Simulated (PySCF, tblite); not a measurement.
Species: C₆H₁₁PS.
Numbering: `[CH2:1]=[CH:2][C@@H:3]1[C@@H:4]([CH3:5])[CH2:6][P@H:7]1=[S:8]` (hydrogens: H9, H10 on C1; H11 on C2; H12 on C3; H13 on C4; H14, H15, H16 on C5; H17, H18 on C6; H19 on P7)

Cartesian coordinates in Å at the GFN2-xTB level; atoms count from 1:
```xyz
19
C6H11PS angstrom
C      2.510   -1.352   -0.461
C      1.532   -0.525   -0.789
C      0.511   -0.032    0.162
C     -0.959    0.059   -0.318
C     -1.803   -1.162   -0.002
C     -1.342    1.347    0.443
P      0.450    1.796    0.585
S      1.262    2.600    2.137
H      2.616   -1.732    0.542
H      3.247   -1.675   -1.176
H      1.445   -0.151   -1.802
H      0.571   -0.573    1.114
H     -0.977    0.247   -1.395
H     -2.833   -1.004   -0.315
H     -1.794   -1.367    1.067
H     -1.411   -2.032   -0.524
H     -1.735    1.128    1.438
H     -2.016    2.035   -0.063
H      0.717    2.402   -0.649
```

The calculation used PBE0/pcSseg-1 in PySCF (dipole) on a GFN2-xTB geometry, gas phase.

Masses are those of the commonest isotopes; rigid-rotor values at the optimised geometry. The values belong to one conformer with, in the numbering `[CH2:1]=[CH:2][C@@H:3]1[C@@H:4]([CH3:5])[CH2:6][P@H:7]1=[S:8]`, C1–C2–C3–C4 -139°, C2–C3–C4–C5 94°, C3–C4–C6–P7 21°, C4–C6–P7–S8 -141°, C2–C3–P7–C6 140°.

Question: Give the principal moments of inertia and the rotational constants in cm⁻¹.

Answer: Ia = 284.03, Ib = 466.89, Ic = 674.88 u·Å²; 505379 MHz·u·Å²/I gives 1779, 1082 and 748.8 MHz, that is A = 0.05935, B = 0.03611, C = 0.02498 cm⁻¹.

Question: Classify the top.

Answer: An asymmetric top. Ray's parameter κ = (2B − A − C)/(A − C) = -0.353; −1 is the prolate and +1 the oblate limit.

Question: What does the inertial defect say?

Answer: Not planar: Δ = Ic − Ia − Ib = -76.03 u·Å². For a rigid frame Δ = −2 Σ m c², so Σ m c² = 38.02 u·Å² lies off the ab plane: 15.68 from hydrogen and 22.34 from heavier atoms. The atom farthest from that plane is 1.84 Å away.

Question: Where do the levels up to J = 4 lie, in MHz?

Answer: Above 0(0,0):
J = 1: 1(0,1) 1831, 1(1,1) 2528, 1(1,0) 2862
J = 2: 2(0,2) 5400, 2(1,2) 5857, 2(1,1) 6858, 2(2,1) 8949, 2(2,0) 9043
J = 3: 3(0,3) 10558, 3(1,3) 10798, 3(1,2) 12782, 3(2,2) 14442, 3(2,1) 14872, 3(3,1) 18813, 3(3,0) 18831
J = 4: 4(0,4) 17203, 4(1,4) 17309, 4(1,3) 20529, 4(2,3) 21693, 4(2,2) 22800, 4(3,2) 26286, 4(3,1) 26402, 4(4,1) 32207, 4(4,0) 32209

Question: Which types of transition are allowed, and where do some lines up to J = 2 fall?

Answer: The dipole components are |μa| = 4.22 D, |μb| = 1.39 D, |μc| = 1.26 D. The squared components, which scale the intensities, stand as 1.00 : 0.11 : 0.09 (a : b : c). Some lines, for components of 0.1 D or more:

```csv
type,branch,"J(Ka,Kc)",MHz,lower level (cm⁻¹)
a,Q,"1(1,0) ← 1(1,1)",334,0.084
c,Q,"2(1,2) ← 2(0,2)",457,0.180
c,Q,"1(1,1) ← 1(0,1)",697,0.061
a,Q,"2(1,1) ← 2(1,2)",1001,0.195
a,R,"1(0,1) ← 0(0,0)",1831,0.000
b,Q,"2(2,0) ← 2(1,1)",2185,0.229
b,R,"1(1,1) ← 0(0,0)",2528,0.000
c,R,"1(1,0) ← 0(0,0)",2862,0.000
a,R,"2(1,2) ← 1(1,1)",3329,0.084
a,R,"2(1,1) ← 1(1,0)",3996,0.095
b,R,"2(1,2) ← 1(0,1)",4026,0.061
b,R,"2(2,1) ← 1(1,0)",6087,0.095
c,R,"2(2,1) ← 1(1,1)",6420,0.084
b,R,"2(2,0) ← 1(1,1)",6515,0.084
```

Question: Estimate the classical rotational partition function at 10 K, 50 K and 200 K.

Answer: Point group C1, symmetry number σ = 1; q = (√π/σ)·√((kT/h)³/(ABC)), k/h = 20836.6 MHz/K: 4440 at 10 K, 49600 at 50 K, 397000 at 200 K.

Its GFN2-xTB frequencies are all real (lowest 53 cm⁻¹). No vibrational averaging or centrifugal distortion is included, and the geometry carries the error of its method. A rigid rotor knows nothing of internal rotation, which can split or shift real lines.
